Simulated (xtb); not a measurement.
xtb input (GFN2-xTB):

```bash
xtb mol.xyz --gfn 2 --ohess tight --chrg -1 --uhf 0
```
mol.xyz:
```
10

C     -2.86218415    -0.12977083     0.09933346
C     -1.35073417    -0.25618543     0.48801298
O     -1.07274517    -0.56911587     1.67273746
O     -0.55031437     0.14995670    -0.48088279
Ge     1.45329544     0.22135460    -0.41677960
H     -3.51753918    -0.42301483     0.95820308
H     -3.12686627     0.90182000    -0.23226082
H     -2.98667157    -0.78426744    -0.73034400
H      1.66193032    -1.24974868     0.27562454
H      1.56058836     0.92629728     0.93539066
```

End of the output:

```
         :::::::::::::::::::::::::::::::::::::::::::::::::::::
         ::                  THERMODYNAMIC                  ::
         :::::::::::::::::::::::::::::::::::::::::::::::::::::
         :: total free energy         -17.125789423608 Eh   ::
         ::.................................................::
         :: total energy              -17.149908245789 Eh   ::
         :: zero point energy           0.058089517070 Eh   ::
         :: G(RRHO) w/o ZPVE           -0.033970694890 Eh   ::
         :: G(RRHO) contrib.            0.024118822180 Eh   ::
         :::::::::::::::::::::::::::::::::::::::::::::::::::::
imag cut-off (cm-1) :    5.00
 found            1  significant imaginary frequency
 writing imag mode distorted coords to xtbhess.xyz
 for further optimization.

optimized geometry written to: xtbopt.xyz

           -------------------------------------------------
          | TOTAL ENERGY              -17.149908245789 Eh   |
          | TOTAL ENTHALPY            -17.082813505597 Eh   |
          | TOTAL FREE ENERGY         -17.125789423608 Eh   |
          | GRADIENT NORM               0.000158206776 Eh/α |
          | HOMO-LUMO GAP               3.652619987716 eV   |
           -------------------------------------------------

------------------------------------------------------------------------
------------------------------------------------------------------------
 total:
 SCF:
 ANC optimizer:
 analytical hessian:
```

It need not be the lowest isomer of its formula. Whether it binds its extra electron was not tested at this geometry.
